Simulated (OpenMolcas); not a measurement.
As I: from CASSCF to CASPT2

| Quantity | Value |
| --- | --- |
| Program | OpenMolcas 26.06 |
| Basis | ANO-R1 [5s4p3d1f] |
| Scalar Hamiltonian | X2C, finite nucleus |
| Active space | 3 electrons in 3 orbitals (4p) |
| State averaging | 2S+1 = 4 odd, 1 root; 2S+1 = 2 odd, 8 roots |
| Spin-orbit coupling | RASSI with atomic mean-field integrals over the reference wave functions, term energies averaged over their components |

Methods on the same reference wave functions:
A. CASSCF
B. SS-CASPT2, IPEA 0.25 Eh, imaginary shift 0.1 Eh (closed shells correlated: 3d 4s)

Energies in cm⁻¹ above 4s² 4p³ ⁴S°_3/2, the measured ground level; measured values from NIST Handbook of Basic Atomic Spectroscopic Data.

| Level | A | B | Measured |
| --- | --- | --- | --- |
| 4s² 4p³ ⁴S°_3/2 | 0.0 | 0.0 | 0.0 |
| 4s² 4p³ ²D°_3/2 | 14828 | 13550 | 10593 |
| 4s² 4p³ ²D°_5/2 | 14987 | 13730 | 10915 |
| 4s² 4p³ ²P°_1/2 | 24871 | 22110 | 18186 |
| 4s² 4p³ ²P°_3/2 | 25085 | 22360 | 18648 |

Deviations, from unrounded energies. A percentage is the sum of absolute deviations over the sum of measured energies, with the sign that they share, or ± where signs differ.

```
                        Against measurement  Levels      A      B
             mean absolute deviation (cm-1)       4   5400   3400
other terms of the ground configuration (%)       4  +36.7  +23.0
```

B lies closest to measurement on these levels. The largest miss of B in the table is 4s² 4p³ ²P°_1/2, by +3900 cm-1. The ranking rests on the paired levels alone, and a cruder setting can come out closer through cancelling errors.

From A to B the spin-free energies of the other terms of 4s² 4p³ shown, above ⁴S°, scale by factors of 0.89 to 0.92.

The lowest spin-free term lies below A's lowest term by 0.428 hartree in B.

CASPT2 does not keep the components of a term degenerate, so their means are used; among the terms shown or strongly mixed into the levels shown the widest spread is 200 cm-1 (4s² 4p³ ²D°, B). With the s shell closed, the reference lacks s² → p² mixing. Without dynamic correlation excited terms often stand tens of per cent too high (terms of higher spin than the ground term too low), and those without a measured partner can miss by more than the paired ones (holds for A). Some terms miss by over 15 % even with CASPT2, which points to a basis or an active space too small for the shells correlated (holds for B). Computed and measured levels are paired by configuration, term and J; levels that our copy of the source lacks, or whose pairing is in doubt (as where it misses far off the trend of its configuration), stay unpaired and out of the deviations. Only configurations of the active space appear.

° marks odd parity.
